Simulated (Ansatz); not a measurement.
H2O2Si, SMILES `O[Si]O` (excited triplet; H–O–Si–O torsion -92°, O–Si–O–H torsion -92°) (charge 0, multiplicity 3). This triplet is an excited state, 2.76 eV above the relaxed singlet at the level frozen-core CCSD(T)/cc-pVTZ // PBE0-D3(BJ)/def2-TZVP (Ansatz, a program for electronic structure).

Method: r2SCAN0/cc-pVTZ // PBE0-D3(BJ)/def2-TZVP (Ansatz).

Ansatz 0.2 input:
```yaml
crystal:
  periodic: [false, false, false]
  atoms:
    - { symbol: O, position_ang: [1.388057, 0.066744, 0.148605] }
    - { symbol: Si, position_ang: [-0.011067, -0.739297, -0.220042] }
    - { symbol: O, position_ang: [-1.385215, 0.123345, -0.552783] }
    - { symbol: H, position_ang: [1.955522, 0.254117, -0.603738] }
    - { symbol: H, position_ang: [-1.947302, 0.29509, 0.207288] }
basis:
  gaussian: { orbitals: cc-pVTZ }
hamiltonian:
  xc: r2scan0
magnetization:
  spin_polarized: true
  initial_magnetization: 2
```

Output:

```
Functional definition: r2SCAN0
738 factors; their error is unknown
mean field evaluation 1: about -11994.9501 eV, gradient 4.6e1 eV
mean field evaluation 2: about -11983.0526 eV, gradient 7.3e1 eV
mean field evaluation 4: about -12001.8835 eV, gradient 1.2e0 eV
mean field evaluation 8: about -12001.9231 eV, gradient 1.6e-1 eV
mean field evaluation 16: about -12001.9233 eV, gradient 3.2e-4 eV
mean field -12001.92325272 eV, -441.0625443417 hartree, gradient 1.9e-5 eV, S^2 2.004499; 0 other end points of the search recorded, 0 dependent functions left out
reference -12001.92326154 eV, -441.0625446657 hartree; 17, 15 occupied and 105, 107 virtual orbitals, 738 factors
Total energy: -12001.92326154 eV, -441.0625446657 hartree
```
